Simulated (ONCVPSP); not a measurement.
## Which change was made? (Re, ONCV)

rhenium, optimised norm-conserving Vanderbilt (ONCV), made with ONCVPSP 4.0.1 (PBEsol, fully relativistic). Core [Kr] 4d10 4f14, reference 5s2 5p6 5d4 (charge +3). Waves: 5s: rc 1.35 bohr, ncon 4, nbas 8, qcut 6.7 1/bohr, 3 projectors, debl 1 Ha; 5p: rc 1.70 bohr, ncon 5, nbas 9, qcut 9.7 1/bohr, 2 projectors, debl 1.2 Ha; 5d: rc 1.35 bohr, ncon 5, nbas 8, qcut 8.4 1/bohr, local. Local part: the d channel. Core correction: Teter function, fcfact 4.75, rcfact 1.2.

Open shells are filled in proportion to 2j + 1.

In the s channel the program set the typed energies aside and used -4.220, 0.250, 1.250 Ha. In the p channel the program set the typed energies aside and used -2.698, 0.250 Ha (j = l + 1/2; the other j can differ).

Cutoffs, loose and tight: the cutoffs (Ha) at which the residual kinetic energy of the hardest occupied pseudo-wave falls to 1 and 0.1 mHa per electron. They do not see the model core or the augmentation charge, which bear on the density cutoff. Test errors are all-electron minus pseudo excitation energies from the reference, over the configurations 5s2 5p6 5d5 6s2; 5s2 5p6 5d5 6s1; 5s2 5p6 5d5; 5s1 5p6 5d5 6s2; variants that change the core or the reference have their own tests.

The base gives: outcome: generated, projector energies reset by the program, misses its reference levels by 0.68 eV; cutoff, loose: 31 Ha; cutoff, tight: 92 Ha; bound ghosts: none; GHOST(+) flags above zero: s; largest test error (meV): -130.

After one change the result is: outcome: generated, projector energies reset by the program, misses its reference levels by 0.68 eV; cutoff, loose: 28 Ha; cutoff, tight: 33 Ha; bound ghosts: none; GHOST(+) flags above zero: none; largest test error (meV): -211. Which change was it?
A. all radii but the core radius scaled by about 1.30 (s 1.76, p 2.22, d 1.76 bohr)
B. all radii but the core radius scaled by about 0.80 (s 1.08, p 1.36, d 1.08 bohr)
C. all radii but the core radius scaled by about 1.14 (s 1.54, p 1.92, d 1.54 bohr)

C. The others give: all radii but the core radius scaled by about 0.80 (s 1.08, p 1.36, d 1.08 bohr) → outcome: generated, projector energies reset by the program, misses its reference levels by 0.70 eV; cutoff, loose: 184 Ha; cutoff, tight: 206 Ha; bound ghosts: s; GHOST(+) flags above zero: s, p3/2, p1/2; largest test error (meV): -84 | all radii but the core radius scaled by about 1.30 (s 1.76, p 2.22, d 1.76 bohr) → outcome: generated, projector energies reset by the program, misses its reference levels by 0.68 eV; cutoff, loose: 24 Ha; cutoff, tight: 30 Ha; bound ghosts: none; GHOST(+) flags above zero: none; largest test error (meV): -332.
